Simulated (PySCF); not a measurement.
## Electron correlation in Se²⁺ (selenium, charge +2)

[Ar] 3d10 4s2 4p2, high-spin 3P determinant. All numbers are calculated (PySCF 2.14, no relativity, point nucleus, in def2-SVP (5s4p3d, 32 functions)). Frozen: [Ar] 3d10; 4 electrons correlated.

MP2 pair energies summed by pair of shells (mhartree):

| pair | energy | share (%) |
| --- | --- | --- |
| 4s-4p | -28.10 | 60.6 |
| 4s-4s | -13.50 | 29.1 |
| 4p-4p | -4.75 | 10.2 |

Total MP2 correlation energy: -46.35 mhartree.

Same-spin part -7.36 and opposite-spin part -38.99 mhartree; SCS-MP2 scales them by 1/3 and 6/5 to -49.24 mhartree.

```json
{"level": "CCSD", "correlation energy (mhartree)": "-63.90"}
{"level": "(T)", "correlation energy (mhartree)": "-0.71"}
{"level": "CCSD(T)", "correlation energy (mhartree)": "-64.61"}
```

Diagnostics: T1 = 0.0063, D1 = 0.0174, largest double amplitude 0.099.

Q: Is a single reference adequate?

A: Mostly. T1 lies below 0.03, but a double amplitude of this size points to a near-degeneracy that CCSD handles and MP2 describes poorly.
